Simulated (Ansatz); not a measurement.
Calculated with Ansatz (gas phase, PBE0-D4/def2-TZVP geometries, no zero-point term in ΔE). CCSD(T)/CBS adds triple-zeta CCSD(T) − MP2 to the extrapolated MP2 energy (def2 sets, frozen cores). This one scheme is used for every species. Functionals use def2-TZVPP. Each species was taken in one conformer, which may not be the lowest.

`C[SiH2][B](C)[AlH2]` + `N[SiH](O)F` → `C[SiH2][SiH](N)O` + `C[B](F)[AlH2]`  (redistribution)

Q: Is it downhill or uphill in electronic energy at CCSD(T)/CBS, and by how much? (Best estimate.)

A: The calculation gave: Uphill: ΔE = +21.7 kJ/mol.

Q: What do these levels give: PBE-D4, ωB97X-V, CCSD/def2-TZVPP, CCSD(T)/def2-TZVPP, MP2/CBS(def2), CCSD/CBS(def2)? (An estimate is asked.)

A: Ansatz gave: PBE-D4 5.4, ωB97X-V 12.2, CCSD/def2-TZVPP 20.3, CCSD(T)/def2-TZVPP 19.1, MP2/CBS(def2) 24.4, CCSD/CBS(def2) 22.9 kJ/mol.

Largest T1 diagnostic among the species: 0.013.

From PBE to PBE0 (25 % exact exchange), in def2-TZVPP and without D4, ΔE moves by +6.1 kJ/mol.
